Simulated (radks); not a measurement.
Valence configurations of neutral promethium (all share [Xe]). All-electron calculation, scalar-relativistic Kohn-Sham, r2SCAN, spin-unpolarised, spherical densities, finite nucleus; meta-GGA in the generalised Kohn-Sham scheme; Fermi nuclear charge, rms radius 4.962 fm. Program: a radial shooting solver on a logarithmic mesh with Libxc functionals. Energies are relative to 4f5 6s2; eigenvalues in eV.

\begin{tabular}{lrrrrr}
valence & E (eV) & e(4f) & e(5d) & e(6p) & e(6s) \\ \hline
4f5 6s2 & 0.000 & -1.893 & - & - & -3.610 \\
4f4.5 5d0.5 6s2 & 0.618 & -4.435 & -2.201 & - & -3.840 \\
4f5 5d0.5 6s1.5 & 1.002 & -1.280 & -1.312 & - & -3.361 \\
4f4.5 6s2 6p0.5 & 1.235 & -5.929 & - & -1.700 & -4.457 \\
4f5 5d1 6s1 & 2.019 & -0.854 & -1.091 & - & -3.083 \\
4f5 5d2 & 3.961 & -0.362 & -0.856 & - & - \\
4f4.5 5d2.5 & 4.140 & -2.250 & -1.018 & - & - \\
4f5 6p2 & 4.832 & -4.241 & - & -2.219 & - \\
4f4.5 6s0.5 6p2 & 5.353 & -7.693 & - & -2.449 & -5.200 \\
\end{tabular}

NIST lists [Xe] 4f5 6s2 as the ground configuration; this level of theory agrees among the configurations tried. The energies are those of spherical spin-averaged densities, not of single terms. No valid solution was reached for [Xe] 4f6 6s1.
